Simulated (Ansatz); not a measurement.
A search over several starts for the lowest SCF solution of CuNClH₃⁺, that is Cu(NH3)Cl with one electron fewer at the given spin, in a small basis.

```yaml
crystal:
  periodic: [false, false, false]
  atoms:
    - {symbol: Cu, position_ang: [-0.005563, 0.002916, -1.139146]}
    - {symbol: N, position_ang: [0.003494, -0.001861, 0.816870]}
    - {symbol: H, position_ang: [-0.407455, 0.849013, 1.190708]}
    - {symbol: H, position_ang: [0.949496, -0.071238, 1.181414]}
    - {symbol: H, position_ang: [-0.525946, -0.786296, 1.186977]}
    - {symbol: Cl, position_ang: [-0.014037, 0.007457, -3.236824]}
basis:
  gaussian: {orbitals: def2-SVP}
total_charge: 1
magnetization: {spin_polarized: true, initial_magnetization: 1}
hamiltonian: {xc: pbe0, dispersion: d4}
output: {orbitals: {seedname: orbitals}}
```

```sh
$ ansatz run in.yaml --threads 4 --pin off --events-out ev --progress --plain --max-ram 3916MiB
```

Shortened log:

```
Functional definition: PBE0
808 factors; integrals over basis functions are off by at most 1.1e-3 eV
mean field evaluation 1: about -58653.6184 eV, gradient 7.2e1 eV
mean field evaluation 2: about -58002.2741 eV, gradient 3.1e2 eV
mean field evaluation 4: about -58666.5058 eV, gradient 3.6e1 eV
mean field evaluation 8: about -58672.0334 eV, gradient 3.1e0 eV
mean field evaluation 16: about -58672.2182 eV, gradient 1.1e-3 eV
mean field evaluation 32: about -58672.2182 eV, gradient 9.7e-6 eV
mean field evaluation 64: about -58670.8734 eV, gradient 1.5e1 eV
mean field -58672.21818053 eV, -2156.1642486765 hartree, gradient 4.7e-6 eV, S^2 0.754191; 6 other end points of the search recorded, 0 dependent functions left out
reference -58672.21823487 eV, -2156.1642506735 hartree; 28, 27 occupied and 50, 51 virtual orbitals, 808 factors
Total energy: -58672.28603018 eV, -2156.1667421053 hartree
```

Hardware: 4 threads of Arm Neoverse V2 on a shared host. Wall time 13 s.
